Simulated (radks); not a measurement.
Polarisability of the xenon ion Xe6+, [Kr] 4d10 5s2, at imaginary frequency. Method: scalar-relativistic Kohn-Sham, LB94 model potential, spin-polarised, spherical densities, finite nucleus; Fermi nuclear charge, rms radius 4.7859 fm; computed with a radial shooting solver on a logarithmic mesh with Libxc functionals. Response by self-consistent Sternheimer equations with the Hartree and adiabatic LDA kernel, the relativistic mass of each level held fixed and spin-orbit coupling left out.

w (hartree)  alpha1(iw) (bohr^3)  alpha2(iw) (bohr^5)
0.00266                    4.285                6.689
0.0143                     4.284                6.689
0.0360                     4.276                6.686
0.0697                     4.252                6.675
0.118                      4.190                6.647
0.186                      4.058                6.586
0.280                      3.810                6.459
0.413                      3.397                6.211
0.605                      2.818                5.748
0.892                      2.154                4.957
1.35                       1.539                3.794
2.12                       1.034                2.450
3.59                      0.6084                1.294
6.94                      0.2592               0.5214
17.5                     0.06254               0.1138

Static values: alpha1 = 4.285 bohr^3 (0.6350 angstrom^3; uncoupled 7.692), alpha2 = 6.690 bohr^5, alpha3 = 21.91 bohr^7. C6 = 13.90, C8 = 135.4, triple-dipole C9 = 39.58 atomic units. One-pole (London) frequency 4 C6 / (3 alpha1^2) = 1.009 hartree, against 3.526 for minus the highest occupied eigenvalue.
